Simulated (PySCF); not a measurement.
**Working out the excitation energy of As**

As [Ar] 3d10 4s2 4p3 (4S) → As [Ar] 3d10 4s1 4p4 (4P). Computed with PySCF 2.14 in x2c-TZVPPall (6s5p4d1f, 48 functions), with scalar relativity by spin-free X2C-1e. Frozen: [Ne]. Energies in hartree (1 hartree = 27.21139 eV):

| part | As (lower) | As (upper) |
| --- | --- | --- |
| UHF | -2259.010127 | -2258.691330 |
| CCSD correlation | -0.318788 | -0.325630 |
| (T) | -0.008255 | -0.013269 |

Q: What does Hartree-Fock give?

A: (-2258.691330) − (-2259.010127) = 0.318797 hartree = 8.675 eV.

Q: What do CCSD and CCSD(T) give?

A: The CCSD correlation energies differ by -0.006842 hartree = -0.186 eV and the triples by -0.005014 hartree = -0.136 eV, so CCSD gives 8.489 eV and CCSD(T) 8.353 eV.

The coupled-cluster amplitudes are large, so a single reference is strained.
